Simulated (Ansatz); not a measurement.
```xyz
12

C    -0.443   -1.646   -0.801
C     0.069   -0.755    0.258
C     0.254    0.561    0.512
C     0.053    1.879   -0.122
B     0.654   -0.392    1.555
H     0.338   -2.345   -1.111
H    -0.795   -1.104   -1.682
H    -1.263   -2.255   -0.413
H     1.011    2.397   -0.216
H    -0.576    2.508    0.513
H    -0.405    1.811   -1.112
H     1.102   -0.660    2.618
```

Charge 0, multiplicity 1.

Q: List the r2SCAN/def2-TZVPP orbital energies in eV (Ansatz 0.2.0). (Estimate.)

A: Ansatz gave: Occupied: -273.20, -273.19, -273.19, -273.18, -179.47, -21.66, -19.16, -18.25, -12.48, -12.03, -11.07, -10.93, -10.45, -10.33, -10.14, -7.40, -6.92, -6.39. Lowest empty: -0.25, 0.03, 1.04, 2.11, 2.53, 2.81, 3.27, 3.67.
